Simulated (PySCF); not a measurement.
Al(Me)(PH2)2 (CH₇AlP₂), SMILES [CH3][Al]([PH2])[PH2]. Geometry optimised at TPSSh-D3(BJ)/def2-SVP. The structure was generated by enumeration; whether it is a known compound was not checked. Other conformers were not sampled.

Computed equilibrium geometry at TPSSh-D3(BJ)/def2-SVP (PySCF confirms it by a frequency run) as bond lengths and angles (one conformer of several):
Atoms: Al1 C2 H3 H4 H5 P6 H7 H8 P9 H10 H11. Bonded distances (Å): Al1–C2 1.965, Al1–P6 2.341, Al1–P9 2.342, C2–H3 1.106, C2–H4 1.103, C2–H5 1.104, P6–H7 1.427, P6–H8 1.426, P9–H10 1.426, P9–H11 1.427. Angles (°): C2–Al1–P6 120.8, C2–Al1–P9 120.3, P6–Al1–P9 117.9, Al1–C2–H3 110.2, Al1–C2–H4 112.5, Al1–C2–H5 111.8, H3–C2–H4 107.1, H3–C2–H5 106.7, H4–C2–H5 108.2, Al1–P6–H7 95.0, Al1–P6–H8 96.1, H7–P6–H8 95.2, Al1–P9–H10 96.0, Al1–P9–H11 95.0, H10–P9–H11 95.2.
